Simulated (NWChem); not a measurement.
Species: Si₂H₃O₂Cl; SMILES Cl[SiH]1O[SiH2]O1

```xyz
8

Cl    -0.3735    -2.1234     0.0000
Si     0.6546    -0.3581     0.0000
O      0.1379     0.7142    -1.1932
Si    -0.3996     1.8028     0.0000
O      0.1379     0.7142     1.1932
H      2.0984    -0.6607     0.0000
H      0.3437     3.0878     0.0000
H     -1.8683     2.0165     0.0000
```
Atoms are numbered in this order, from 1.

Program: NWChem. The geometry was optimised at PBE0/def2-SVP. Hybrids' shares of exact exchange are those that their runs print; pure functionals count as 0. The functionals differ in more than this share.

```csv
row,share of exact exchange,highest occupied level (eV)
PBE/def2-SVP,0.00,-7.62
N12/def2-SVP,0.00,-7.51
B3LYP/def2-SVP,0.20,-8.85
B97-2/def2-SVP,0.21,-8.90
MPW1K/def2-SVP,0.43,-10.26
Hartree-Fock/def2-SVP,1.00,withheld
```

Question: Fit a straight line of the last column on the one before it, predict the withheld value, and compare with the run.

Answer: 
1. Means of the 5 shown rows: x = 0.168, y = -8.628. Slope Σ(x − x̄)(y − ȳ)/Σ(x − x̄)² = -0.8033/0.1279 = -6.282; intercept -7.573.
2. The shown rows scatter about the line by 0.037 (root mean square); the largest residual is +0.06, at N12/def2-SVP.
3. At x = 1.00 (Hartree-Fock/def2-SVP; beyond the shown range) the line gives -13.86.
4. The run gives -12.79, +1.07 from the line, 28.9 times the scatter.
